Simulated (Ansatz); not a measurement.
CH7FOSi2 can be A, `FC([SiH3])O[SiH3]`, or B, `O[SiH2][SiH2]CF`.

Gas-phase electronic energies from Ansatz, PBE0-D4/def2-TZVP geometries. CBS: MP2 limit from def2 TZ/QZ plus the TZ coupled-cluster correction, frozen cores. DFT in def2-TZVPP. B3LYP here is the variant with VWN-RPA as its local correlation; programs differ in this. Each species was taken in one conformer, which may not be the lowest.

Which is lower in electronic energy at CCSD(T)/CBS, and by how much? (An estimate is asked.)

The calculation gave: B, by 11.7 kcal/mol.

Give E(B) − E(A) in kcal/mol with r2SCAN-D4, B2PLYP, CCSD(T)/def2-TZVPP, PBE-D4, B3LYP-D4, ωB97M-V, B3LYP. (Best estimate.)

Computed: r2SCAN-D4 -11.8, B2PLYP -10.3, CCSD(T)/def2-TZVPP -10.6, PBE-D4 -13.8, B3LYP-D4 -10.5, ωB97M-V -9.8, B3LYP -10.7. None reverses the order clearly.

Largest T1 diagnostic: 0.012.

In def2-TZVPP, CCSD(T) changes the Hartree–Fock value by −3.3 kcal/mol (the triples alone add −0.1 kcal/mol) and MP2 by −3.3 kcal/mol.
